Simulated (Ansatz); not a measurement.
Consider the substitution at a C–C bond: `CC(F)CCl` + `C[O][Sn]([OH])([O]C)[O]C` → `C[O][Sn]([O]C)([O]C)[O]C` + `FCCCl`.

Gas-phase electronic energies from Ansatz, PBE0-D4/def2-TZVP geometries. CBS: MP2 limit from def2 TZ/QZ plus the TZ coupled-cluster correction, frozen cores. This one scheme is used for every species. DFT in def2-TZVPP. B3LYP here is the variant with VWN-RPA as its local correlation; programs differ in this. Elements past krypton have def2 core potentials. For Sn outer-core shells are correlated without core-valence functions, which leaves a few kJ/mol of doubt a bond. One conformer a species, not always the lowest.

```
             level  ΔE (kcal/mol)  difference from CCSD(T)/CBS
            PBE-D4           18.3                         -1.3
         r2SCAN-D4           19.2                         -0.4
            B2PLYP           18.4                         -1.2
               PBE           18.4                         -1.2
            r2SCAN           19.3                         -0.3
              PBE0           19.1                         -0.5
             B3LYP           17.4                         -2.2
     HF/def2-TZVPP           16.7                         -2.9
    MP2/def2-TZVPP           20.2                          0.6
SCS-MP2/def2-TZVPP           18.7                         -0.9
CCSD(T)/def2-TZVPP           19.0                         -0.6
     HF/def2-QZVPP           16.6                         -3.0
    MP2/def2-QZVPP           20.6                          1.0
SCS-MP2/def2-QZVPP           19.1                         -0.5
      HF/CBS(def2)           16.6                         -3.0
     MP2/CBS(def2)           20.9                          1.3
       CCSD(T)/CBS           19.6                            0
```

Largest T1 diagnostic among the species: 0.014.

In def2-TZVPP, CCSD(T) changes the Hartree–Fock value by +2.2 kcal/mol (the triples alone add +0.1 kcal/mol) and MP2 by +3.5 kcal/mol.
